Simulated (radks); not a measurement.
Problem. Excited configurations of Os II: one electron is placed in a higher orbital outside [Xe] 4f14 5d6. The ground configuration is [Xe] 4f14 5d6 6s1. All-electron calculation, Dirac Kohn-Sham, LDA (Slater exchange, Perdew-Wang correlation), spin-unpolarised, spherical densities, finite nucleus; open shells fill j = l - 1/2 first; Fermi nuclear charge, rms radius 5.4126 fm. Program: a radial shooting solver on a logarithmic mesh with Libxc functionals. Excitation = E - E(ground); binding = E(ion) - E, where the ion is the core of charge +2; n* = 2/sqrt(2 binding) in atomic units, and the quantum defect is n - n*.

outer orbital  excitation (eV)  binding (eV)     n*  quantum defect  eigenvalue (eV)  <r> (bohr)
5f5/2                   13.613         3.573  3.903           1.097           -2.500       8.341
6p1/2                    5.452        11.734  2.154           3.846           -8.662       3.408
6d3/2                   11.628         5.558  3.129           2.871           -4.036       6.109
6f5/2                   14.756         2.430  4.732           1.268           -1.828       14.25
7s1/2                   10.467         6.719  2.846           4.154           -5.285       6.333
7d3/2                   13.880         3.306  4.058           2.942           -2.548       11.45
7f5/2                   15.452         1.734  5.602           1.398           -1.354       21.61

Estimate the row for 7p1/2.

Solution. excitation (eV) 11.855; binding (eV) 5.331; n* 3.195; quantum defect 3.805; eigenvalue (eV) -4.152; <r> (bohr) 7.554. The Delta-SCF ionisation energy is 17.186 eV (NIST Atomic Spectra Database: 17 eV, semi-empirical). Self-interaction in the functional shifts the binding energies and quantum defects, so they are the method's values and not measured ones. Spin polarisation and multiplet splitting are left out, so open shells lie too high by an amount that depends on their filling.

Beside tabulated values, note that spin-unpolarised runs miss the spin-polarisation part of the exchange energy of open shells.
